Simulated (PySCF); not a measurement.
2-cyanobenzaldehyde, C₈H₅NO.
Bonds: N1–C2 (triple), C2–C3, C3–C4 (aromatic), C4–C5 (aromatic), C5–C6 (aromatic), C6–C7 (aromatic), C7–C8 (aromatic), C8–C9, C9–O10 (double), C3–C8 (aromatic). Hydrogens: H11 on C4; H12 on C5; H13 on C6; H14 on C7; H15 on C9.

Structure optimised with GFN2-xTB, isolated species.

Question: What internal coordinates does the optimisation give?

Answer: 
```csv
bond,length (bohr)
N1≡C2,2.166
C2–C3,2.675
C3–C4,2.634
C4–C5,2.615
C5–C6,2.623
C6–C7,2.612
C7–C8,2.632
C8–C9,2.783
C9=O10,2.274
C3–C8,2.655
C4–H11,2.041
C5–H12,2.040
C6–H13,2.040
C7–H14,2.041
C9–H15,2.092
```

A selection of angles:
```csv
angle,degrees
N1–C2–C3,177.6
C2–C3–C4,118.7
C2–C3–C8,121.3
C4–C3–C8,120.0
C3–C4–C5,119.9
C4–C5–C6,120.4
C5–C6–C7,120.0
C6–C7–C8,120.6
C7–C8–C9,119.9
C3–C8–C7,119.1
C3–C8–C9,121.0
C8–C9–O10,124.5
```

Dihedral angles: C7–C8–C9–O10 0° (synperiplanar).

The 8 C–C bonds span 1.382 Å (C6–C7, aromatic) to 1.473 Å (C8–C9, drawn single), a spread of 0.091 Å. Of the pairs four or more bonds apart, C2···H15 is among the closest relative to their van der Waals radii: 2.46 Å, 85 % of the sum of Bondi's values. The 6-membered ring C3–C4–C5–C6–C7–C8 has internal angles of 119.1° to 120.6° (sum 720°, against 720° for a flat polygon); it is planar, 0.00 Å rms from its mean plane, widest ring torsion 0°. The 10 heavy atoms lie in one plane (0.000 Å rms).

Point group: Cs (tolerance 0.08 Å). No frequency check. The numbers are those of one conformer.

These are computed values.
